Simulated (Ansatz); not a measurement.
Geometry optimisation, Ansatz, RKS PBE0/def2-SVP.

The input (input.yaml):

```yaml
crystal:
  periodic: [false, false, false]
  atoms:
    - { symbol: C, position_ang: [-0.4783, 1.6912, -0.4332] }
    - { symbol: Ge, position_ang: [-0.1773, 0.6073, 1.0993] }
    - { symbol: B, position_ang: [0.9361, -0.9521, 0.5231] }
    - { symbol: Al, position_ang: [0.362, -2.2318, -0.9271] }
    - { symbol: H, position_ang: [0.4356, 2.0961, -0.8791] }
    - { symbol: H, position_ang: [-1.152, 2.6152, -0.139] }
    - { symbol: H, position_ang: [-1.0363, 1.1485, -1.2125] }
    - { symbol: H, position_ang: [-1.477, 0.1034, 1.665] }
    - { symbol: H, position_ang: [0.5746, 1.4498, 2.2245] }
    - { symbol: H, position_ang: [1.83212, -1.80617, -1.09795] }
    - { symbol: H, position_ang: [-1.148, -1.9912, -1.5765] }
    - { symbol: H, position_ang: [1.2079, -3.4702, -1.3663] }
basis:
  gaussian: { orbitals: def2-SVP }
hamiltonian:
  xc: pbe0
relax:
  f_tol: 0.02
  max_steps: 50
```

Launched with:

```bash
$ ansatz run input.yaml --threads 2 --pin off --max-ram 3072MiB --backend cpu --events-out ev --progress --plain --runs-dir out
```

**Question.** Where does it end, and by what steps?

**Answer.** The run converged. After 38 steps the energy has fallen by 4.026 eV; H11 moved furthest, 1.63 Å. Parted: Al4–H10. Joined: B3–H10.

```
step  energy less start (eV)  largest force component (eV/Å)  accepted
   0                  0.0000                           2.399       yes
   2                 -1.8588                           1.494       yes
   4                 -2.9763                           1.053       yes
   6                 -3.4806                           0.442       yes
   8                 -3.7740                           0.554       yes
  10                 -3.8877                           0.735       yes
  12                 -3.9615                           0.669       yes
  14                 -3.9925                           0.301        no
  16                 -4.0108                           0.083       yes
  18                 -4.0129                           0.030       yes
  20                 -4.0136                           0.023       yes
  22                 -4.0151                           0.091       yes
  24                 -4.0173                           0.049       yes
  26                 -4.0179                           0.169        no
  28                 -4.0203                           0.070       yes
  30                 -4.0223                           0.082       yes
  32                 -4.0246                           0.049       yes
  34                 -4.0238                           0.087        no
  36                 -4.0260                           0.029       yes
  38                 -4.0262                           0.013       yes
```

```xyz
12
Properties=species:S:1:pos:R:3
C -0.475 2.249 -0.107
Ge -0.279 0.414 0.563
B 0.774 -0.858 -0.679
Al 0.393 -2.924 -0.871
H 0.512 2.671 -0.346
H -0.958 2.882 0.651
H -1.091 2.263 -1.017
H -1.675 -0.123 0.963
H 0.555 0.450 1.873
H 1.684 -0.316 -1.274
H -0.593 -3.461 -2.009
H 1.033 -3.988 0.134
```

Time of the run: 2.5 min on 2 threads of Arm Neoverse V1 (shared host), peak memory 0.29 GiB.
